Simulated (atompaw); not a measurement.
## u(r) = r·R(r): atom against pseudo-atom (zinc (Zn))

Columns: radius, all-electron u(r) and pseudo u(r) of the 3s shell (level -128.63 eV) of zinc in the configuration [Ne] 3s2 3p6 3d10 4s2 4p0; LDA (PW92), scalar-relativistic, PAW (atompaw) scheme, atompaw 4.2.0.5.

```json
{"r (bohr)": "0.042", "all-electron": "0.3100", "pseudo": "0.1888"}
{"r (bohr)": "0.085", "all-electron": "-0.2735", "pseudo": "0.3782"}
{"r (bohr)": "0.127", "all-electron": "-0.6568", "pseudo": "0.5560"}
{"r (bohr)": "0.169", "all-electron": "-0.7111", "pseudo": "0.7232"}
{"r (bohr)": "0.212", "all-electron": "-0.5156", "pseudo": "0.8804"}
{"r (bohr)": "0.254", "all-electron": "-0.1962", "pseudo": "1.0176"}
{"r (bohr)": "0.296", "all-electron": "0.1606", "pseudo": "1.1365"}
{"r (bohr)": "0.338", "all-electron": "0.4981", "pseudo": "1.2357"}
{"r (bohr)": "0.381", "all-electron": "0.7919", "pseudo": "1.3156"}
{"r (bohr)": "0.423", "all-electron": "1.0162", "pseudo": "1.3721"}
{"r (bohr)": "0.465", "all-electron": "1.1777", "pseudo": "1.4078"}
{"r (bohr)": "0.508", "all-electron": "1.2835", "pseudo": "1.4230"}
{"r (bohr)": "0.550", "all-electron": "1.3374", "pseudo": "1.4187"}
{"r (bohr)": "0.592", "all-electron": "1.3517", "pseudo": "1.3969"}
{"r (bohr)": "0.635", "all-electron": "1.3344", "pseudo": "1.3588"}
{"r (bohr)": "0.677", "all-electron": "1.2944", "pseudo": "1.3082"}
{"r (bohr)": "0.719", "all-electron": "1.2382", "pseudo": "1.2471"}
{"r (bohr)": "0.762", "all-electron": "1.1695", "pseudo": "1.1764"}
{"r (bohr)": "0.804", "all-electron": "1.0959", "pseudo": "1.1018"}
{"r (bohr)": "0.846", "all-electron": "1.0193", "pseudo": "1.0243"}
{"r (bohr)": "0.888", "all-electron": "0.9420", "pseudo": "0.9459"}
{"r (bohr)": "0.931", "all-electron": "0.8642", "pseudo": "0.8668"}
{"r (bohr)": "0.973", "all-electron": "0.7907", "pseudo": "0.7921"}
{"r (bohr)": "1.015", "all-electron": "0.7208", "pseudo": "0.7213"}
{"r (bohr)": "1.058", "all-electron": "0.6532", "pseudo": "0.6533"}
{"r (bohr)": "1.100", "all-electron": "0.5916", "pseudo": "0.5916"}
```

Problem. How many radial nodes do the two functions have?

Solution. The all-electron 3s function has n − l − 1 = 2; the pseudo-wave has 0, since the states of the same l below it are removed with the core.

Problem. Is the pseudo-wave norm-conserving?

Solution. No, it belongs to a PAW set: the norm inside the radius is not constrained, and the difference is carried by the augmentation charge.
